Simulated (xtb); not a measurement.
CHF2, SMILES F[CH]F (connectivity only; charge and spin as stated), charge +1, multiplicity 1. All values are semi-empirical tight-binding results from xtb (GFN2-xTB unless named), good for trends rather than for accurate numbers. The structure is a stationary point at GFN2-xTB. The spin state was assumed, not searched. The isomer is the one that the SMILES or the coordinates give; other isomers of the formula were not compared.

```yaml
point_group_as_xtb_finds_it: C2v
orbital_gap: 4.15 eV
zero_point_energy: 11.7 kcal/mol
G − E(el) at 298.15 K (modified RRHO): -3.0 kcal/mol
static polarisability (D4 model): 15.5 bohr³
solvation energy, GFN2-xTB/ALPB(water): -74.4 kcal/mol
solvation energy, GFN2-xTB/ALPB(acetonitrile): -63.4 kcal/mol
```

Computed IR lines (harmonic; lines under 4 % of the strongest left out, lines within 3 cm⁻¹ merged):
ν (cm⁻¹): 576 (w), 1111 (w), 1327 (m), 1551 (vs), 2794 (m) (against the strongest line: vs over 80 %, s over 45 %, m over 15 %, w over 4 %, vw less)
